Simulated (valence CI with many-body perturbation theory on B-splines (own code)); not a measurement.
# Er53+: calculated level list

Computed by valence CI with perturbative core correlation (CI+MBPT): five valence electrons over a frozen Dirac-Fock core [Ne], a basis of 11 s, 11 p, 10 d, 8 f, 5 g, 2 h functions for each j, with the one-electron correlation potential Σ1 (screened to all orders), the two-electron term Σ2, the three-electron term Σ3, Breit, model QED; selected single and double excitations, second order for the rest, scaled by the run's own slope (own B-spline code, finite nucleus).

No measured spectrum was set against this ion. As an estimate, large intervals hold to a few tenths of a per cent, small ones and those within an open d or f shell to about a per cent. Among the levels kept, up to 3000 cm⁻¹ of a level comes from second order outside the variational space, and about a tenth of that is noise between levels of different J, which matters for small intervals.

Levels 136 to 166 of 166, with energies above the lowest level, (3s^2 3p1/2^2 3p3/2) J=3/2. "Leading %" is the weight of the configuration and term that name the level; weights of strongly mixed levels are sums over their largest components and can fall short. In the jj column 3d3/2^4 stands for four electrons in 3d with j = 3/2. Lifetimes count E1, E2, E3, M1 and M2 decay at the calculated energies, and are blank where another channel may lead or the interval is too uncertain; long ones can be off by a factor of two.

```
No.  Configuration  Term     J  E (eV)  Leading %      g  Lifetime                     Leading jj
136       3s²3p3d²   ⁴G°   9/2   949.8         46  1.178    473 fs  3s^2 3p3/2 3d3/2 3d5/2 (79 %)
137       3s²3p3d²   ⁴G°  11/2   954.3         49  1.174   1.05 ps  3s^2 3p3/2 3d3/2 3d5/2 (87 %)
138       3s²3p3d²   ⁴F°   7/2   955.2         28  1.201    409 fs  3s^2 3p3/2 3d3/2 3d5/2 (77 %)
139       3s²3p3d²   ⁴D°   5/2   961.3         45  1.316    532 fs  3s^2 3p3/2 3d3/2 3d5/2 (86 %)
140       3s²3p3d²   ⁴D°   3/2   961.7         33  1.168    452 fs  3s^2 3p3/2 3d3/2 3d5/2 (78 %)
141       3s²3p3d²   ⁴P°   5/2   962.1         25  1.202    498 fs  3s^2 3p3/2 3d3/2 3d5/2 (82 %)
142       3s²3p3d²   ²F°   7/2   962.8         32  1.135    691 fs  3s^2 3p3/2 3d3/2 3d5/2 (89 %)
143       3s3p²3d²    ⁴P   1/2   964.3         43  2.026   2.19 ps      3s 3p1/2^2 3d5/2^2 (91 %)
144       3s²3p3d²   ²S°   1/2   965.3         31  1.723    371 fs  3s^2 3p3/2 3d3/2 3d5/2 (72 %)
145       3s²3p3d²   ²G°   7/2   979.3         36  1.127    485 fs  3s^2 3p3/2 3d3/2 3d5/2 (81 %)
146       3s²3p3d²   ²D°   5/2   984.9         24  1.150    374 fs  3s^2 3p3/2 3d3/2 3d5/2 (73 %)
147          3p⁴3d    ⁴D   3/2   985.1         19  1.017   2.64 ps   3p1/2^2 3p3/2^2 3d3/2 (53 %)
148       3s²3p3d²   ²G°   9/2   987.0         71  1.077    535 fs  3s^2 3p3/2 3d3/2 3d5/2 (89 %)
149       3s²3p3d²   ²D°   3/2   989.3         27  0.939    439 fs  3s^2 3p3/2 3d3/2 3d5/2 (81 %)
150       3s²3p3d²   ⁴S°   3/2   992.7         26  1.334    357 fs  3s^2 3p3/2 3d3/2 3d5/2 (78 %)
151       3s²3p3d²   ²D°   5/2   994.0         44  1.099    750 fs  3s^2 3p3/2 3d3/2 3d5/2 (59 %)
152       3s²3p3d²   ²H°  11/2   996.7         51  1.170   4.41 ps      3s^2 3p3/2 3d5/2^2 (88 %)
153       3s²3p3d²   ²P°   1/2   997.4         72  0.685    552 fs  3s^2 3p3/2 3d3/2 3d5/2 (81 %)
154          3p⁴3d    ⁴D   5/2   997.6         21  1.104   1.74 ps   3p1/2^2 3p3/2^2 3d3/2 (47 %)
155       3s3p²3d²    ⁶F   1/2   998.4         32  0.524   2.13 ps  3s 3p1/2 3p3/2 3d3/2^2 (63 %)
156       3s²3p3d²   ²F°   5/2  1002.1         46  1.096   1.45 ps      3s^2 3p3/2 3d5/2^2 (57 %)
157       3s²3p3d²   ²F°   7/2  1004.4         48  1.217   4.40 ps      3s^2 3p3/2 3d5/2^2 (91 %)
158          3p⁴3d    ²F   7/2  1006.4         25  1.082    812 fs   3p1/2^2 3p3/2^2 3d3/2 (78 %)
159       3s3p²3d²    ⁶F   3/2  1009.4         30  0.888   1.13 ps  3s 3p1/2 3p3/2 3d3/2^2 (66 %)
160       3s²3p3d²   ⁴F°   9/2  1009.6         47  1.207   1.99 ps      3s^2 3p3/2 3d5/2^2 (92 %)
161       3s3p²3d²    ⁶F   1/2  1010.6         31  0.693    991 fs   3p1/2^2 3p3/2^2 3d3/2 (47 %)
162       3s3p²3d²    ⁶G   5/2  1012.7         22  1.074    884 fs  3s 3p1/2 3p3/2 3d3/2^2 (55 %)
163       3s3p²3d²    ⁶G   7/2  1014.9         28  1.086   2.84 ps  3s 3p1/2 3p3/2 3d3/2^2 (87 %)
164          3p⁴3d    ²D   3/2  1021.7         43  0.890    894 fs   3p1/2^2 3p3/2^2 3d3/2 (75 %)
165       3s²3p3d²   ²P°   1/2  1022.8         69  0.873   1.41 ps      3s^2 3p3/2 3d5/2^2 (82 %)
166       3s3p²3d²    ²G   9/2  1025.9         21  1.146   3.11 ps  3s 3p1/2 3p3/2 3d3/2^2 (88 %)
```

Where two levels of one J and parity lie close, their mixing, g and order are uncertain.
